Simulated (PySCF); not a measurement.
Mean polarisability (bohr³) of eight silicon and germanium compounds: PBE beside M06-2X, computed with PySCF for isolated molecules in the bases named; differences from unrounded values. The eight are the first of their class met in an unordered collection, after screening for sound electronic states; none was chosen by its value. Each molecule has one DFT geometry for both levels.

```json
[
 {"molecule": "Si(F)(OH)2(SeH) (FH₃O₂SeSi), SMILES O[Si](O)(F)[SeH]", "basis": "def2-TZVP", "M06-2X": "53.6", "PBE": "56.8", "difference": "3.2"},
 {"molecule": "C₂H₅ClOSi₂, SMILES C1([Si@H](O)[SiH2]C=1)Cl", "basis": "def2-TZVP", "M06-2X": "90.6", "PBE": "95.3", "difference": "4.7"},
 {"molecule": "3-ethenylsiletane (C5H10Si), SMILES C=CC1C[SiH2]C1", "basis": "def2-TZVP", "M06-2X": "85.8", "PBE": "89.9", "difference": "4.1"},
 {"molecule": "Si(F)(Cl)(Me)(OH) (CH4ClFOSi), SMILES C[Si](O)(F)Cl", "basis": "def2-TZVP", "M06-2X": "48.5", "PBE": "51.3", "difference": "2.8"},
 {"molecule": "SiHFBr2, SMILES F[SiH](Br)Br", "basis": "def2-TZVP", "M06-2X": "60.4", "PBE": "63.3", "difference": "2.9"},
 {"molecule": "C2H3ClF2Si, SMILES [SiH2](/C(=C\\F)F)Cl", "basis": "def2-TZVP", "M06-2X": "60.7", "PBE": "63.9", "difference": "3.2"},
 {"molecule": "Si(OH)4 (H₄O₄Si), SMILES O[Si](O)(O)O", "basis": "def2-TZVP", "M06-2X": "35.4", "PBE": "38.4", "difference": "3.0"},
 {"molecule": "C3H4ClFSi, SMILES C#C[Si@H](Cl)CF", "basis": "def2-TZVP", "M06-2X": "69.4", "PBE": "73.0", "difference": "3.6"}
]
```

PBE lies below M06-2X in 0 and above it in 8 of the eight; the mean signed difference is 3.4 and the largest 4.7 bohr³.
